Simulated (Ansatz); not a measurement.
Reaction (formal exchange of groups at a B–Cl bond): `FB(Cl)Cl` + `C=CC` → `C=C(C)B(F)Cl` + HCl

Program: Ansatz. Geometries: PBE0-D4/def2-TZVP. ΔE: electronic, gas phase. CCSD(T)/CBS is the MP2 limit (def2-TZVPP, def2-QZVPP) plus CCSD(T) − MP2 in def2-TZVPP, frozen cores. This one scheme is used for every species. Functionals use def2-TZVPP. Each species was taken in one conformer, which may not be the lowest.

`FB(Cl)Cl`:

Z-matrix (Å, degrees):
```
B
F 1 1.310
Cl 1 1.739 2 119.3
Cl 1 1.739 2 119.3 3 -180.0
```

`C=CC`:

Z-matrix (Å, degrees):
```
C
C 1 1.490
H 1 1.095 2 111.0
H 1 1.095 2 111.0 3 118.3
H 1 1.092 2 111.5 3 -120.8
C 2 1.325 1 125.1 3 120.8
H 2 1.088 1 116.2 3 -59.2
H 6 1.084 2 121.6 1 -180.0
H 6 1.086 2 121.4 1 0.0
```

`C=C(C)B(F)Cl`:

Z-matrix (Å, degrees):
```
C
C 1 1.498
H 1 1.093 2 111.0
H 1 1.093 2 111.0 3 118.0
H 1 1.091 2 111.4 3 -121.0
B 2 1.548 1 120.7 3 -58.9
C 2 1.337 1 122.2 3 121.1
F 6 1.321 2 121.4 1 179.9
Cl 6 1.759 2 122.0 1 -0.1
H 7 1.084 2 121.4 1 180.0
H 7 1.087 2 121.8 1 -0.0
```

HCl:

```xyz
2

Cl   -0.629    0.114   -0.008
H     0.629   -0.114    0.008
```

CCSD(T)/CBS gives +0.52 eV.

Problem. Another level gave +0.50 eV. Which?
A. BLYP/def2-TZVPP
B. BHLYP-D4/def2-TZVPP
C. r2SCANh/def2-TZVPP
D. RPA@PBE/def2-TZVPP

Solution. D. RPA@PBE/def2-TZVPP 0.50, r2SCANh 0.58, BHLYP-D4 0.54, BLYP 0.63 eV.

Largest T1 diagnostic among the species: 0.012.

Leaving LDA and LC-ωPBE aside and taking each functional with its dispersion term where it has one, the values, not all of them listed here, spread over 0.04 eV, from BHLYP-D4 to B2PLYP. LDA lies −0.08 eV from PBE without D4. At CCSD(T), def2-SVP lies +0.10 eV from the extrapolated value and def2-TZVPP +0.00 eV. The D4 term adds −0.07 eV with B3LYP and −0.04 eV with PBE0; it sums over pairs of atoms, weighted by their polarisabilities, and B3LYP, whose exchange is more repulsive, gets the larger term.

B3LYP here is the variant with VWN-RPA as its local correlation; programs differ in this.
